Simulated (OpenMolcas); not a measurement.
**V2+: ligand-field states by method**

V2+ with its 6 nearest chloride ions at 2.645 Å, on the Na site of NaCl (a = 5.64056 Å, distance in the model lattice 2.820 Å). The rest of the host is ab initio model potentials to 7.6 Å, with orthogonalisation functions on the cations behind the ligands, and point charges beyond; the distance is set by hand and nothing relaxes, and no local charge compensation is placed. Ligand basis ANO-RCC-VDZP.

```
Program             : OpenMolcas
Basis               : ANO-RCC-VDZP [5s4p2d1f]
Scalar Hamiltonian  : DKH2, point nucleus
Active space        : 3 electrons in 5 orbitals (3d)
State averaging     : 2S+1 = 4 even, 10 roots; 2S+1 = 2 even, 40 roots
Spin-orbit coupling : state interaction with AMFI integrals over the reference wave functions
```

I. CASSCF
II. SS-CASPT2, IPEA 0.25 Eh, imaginary shift 0.1 Eh (closed shells correlated: 3s 3p and the ligand valence shells)

Spin-free states (labels of O, the rotations of Oh) in cm-1, each column counted from its own energy of the first state listed:

| State | Degeneracy | I | II |
| --- | --- | --- | --- |
| 4A2 | 1 | 0 | 0 |
| 4T2 | 3 | 5877 | 6610 |
| 4T1 | 3 | 10122 | 10200 |
| 2E | 2 | 15881 | 12660 |
| 2T1 | 3 | 16617 | 13440 |
| 2A1 | 1 | 19654 | 16530 |
| 2T2 | 3 | 20383 | 16510 |
| 4T1 | 3 | 21389 | 18670 |
| 2T2 | 3 | 22560 | 19520 |
| 2T1 | 3 | 23158 | 20510 |
| 2E | 2 | 24871 | 21270 |
| 2T1 | 3 | 26930 | 23670 |
| 2T1 | 3 | 28949 | 28020 |
| 2T2 | 3 | 29827 | 27920 |
| 2E | 2 | 33920 | 33250 |
| 2A2 | 1 | 37563 | 31790 |
| 2T2 | 3 | 38168 | 32310 |
| 2T1 | 3 | 40502 | 35750 |
| 2E | 2 | 56665 | 47550 |
| 2T2 | 3 | 58524 | 51040 |

From I to II, I's first state of the same spin (4T2) moves from 5877 to 6610 cm-1, by about +740 cm-1.

From I to II, I's first state of another spin (2E) moves from 15881 to 12660 cm-1, by about -3200 cm-1.

I: A least-squares ligand-field fit to the states below 45000 cm-1, each weighted by its degeneracy and with a free common offset, gives 10Dq = 6062 cm-1, B = 898 cm-1 and C = 3396 cm-1 (C/B = 3.78), with an rms deviation of 96 cm-1. The same method and metal basis give the free ion B = 954 cm-1 (fit to its terms below 60000 cm-1, rms deviation 86 cm-1), so the nephelauxetic ratio is β = 898 / 954 = 0.94; it hangs on how both fits weigh the states, and computed free-ion B values tend to be too large, so β mixes covalency with correlation.

χT at 300 K: I 1.84, II 1.84 cm3 K/mol.

Roots that are degenerate in the reference are averaged as groups; the widest CASPT2 spread within a group is 72 cm-1 (the 2-fold group of multiplicity 2 near 21300 cm-1 above the lowest state of its run, II). Shifts and gaps below about the spread of the groups concerned are not significant. Over all roots computed the reference weight is 0.68 to 0.69 in II; a low but even weight reflects the number of correlated electrons. Ligand-to-metal charge-transfer states are missing. With no ligand orbital active B as a rule stays too high, so bands that hang on it stand too high and its fall with covalency is understated. Without dynamic correlation the repulsion within the d shell is too large (B by tens of per cent), so at a given field states of lower spin stand too high (holds for I). With metal d orbitals alone and no dynamic correlation the field as a rule comes out too small, by tens of per cent, by up to half for chloride and softer ligands (holds for I). These CASPT2 states fit no ligand-field parameters well, so their order and spin gaps are uncertain (holds for II). With one d shell and no ligand orbital active, 10Dq can be off by tens of per cent for divalent 3d ions, low with halides held by bare charges and at times high in hosts (holds for II). Free-ion shares, where given, are those of the reference states; single-state CASPT2 does not remix them (holds for II). No measured value stands beside these numbers; the geometry was set by hand and not optimised.
